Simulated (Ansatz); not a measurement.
`[BH2][GaH][GeH2][CH3]` at its PBE0-D4/def2-TZVP geometry, where that method's forces vanish. Charge 0, multiplicity 1.

```csv
atom,x (Å),y (Å),z (Å)
B1,1.559,-2.743,-0.068
Ga2,0.085,-1.394,0.429
Ge3,0.061,0.879,-0.514
C4,-1.282,2.067,0.288
H5,1.466,-3.463,-1.021
H6,2.583,-2.819,0.550
H7,-1.098,-1.737,1.416
H8,1.453,1.539,-0.374
H9,-0.207,0.789,-2.035
H10,-1.252,3.048,-0.188
H11,-1.089,2.188,1.354
H12,-2.279,1.644,0.162
```

Question: For each bond, give half the difference of the two atoms' forces along it (eV/Å; positive pushes the atoms apart) under PBE-D4, r2SCAN-D4, B3LYP-D4, ωB97M-V in def2-TZVPP. (An estimate is asked.)

Answer: Computed: 
```tsv
bond	length (Å)	PBE-D4	r2SCAN-D4	B3LYP-D4	ωB97M-V
B1–Ga2	2.059	-0.22	-0.11	0.09	0.16
B1–H5	1.199	0.12	0.01	-0.12	-0.13
B1–H6	1.199	0.12	0.01	-0.12	-0.13
Ga2–Ge3	2.461	0.02	0.01	0.04	-0.05
Ga2–H7	1.578	0.10	-0.04	-0.04	-0.11
Ge3–C4	1.964	0.06	0.06	0.20	0.06
Ge3–H8	1.547	0.08	-0.03	-0.03	-0.07
Ge3–H9	1.548	0.08	-0.03	-0.03	-0.07
C4–H10	1.091	0.10	-0.02	-0.08	-0.06
C4–H11	1.091	0.09	-0.02	-0.07	-0.04
C4–H12	1.091	0.09	-0.02	-0.07	-0.04
```

B3LYP here is the variant with VWN-RPA as its local correlation; programs differ in this.
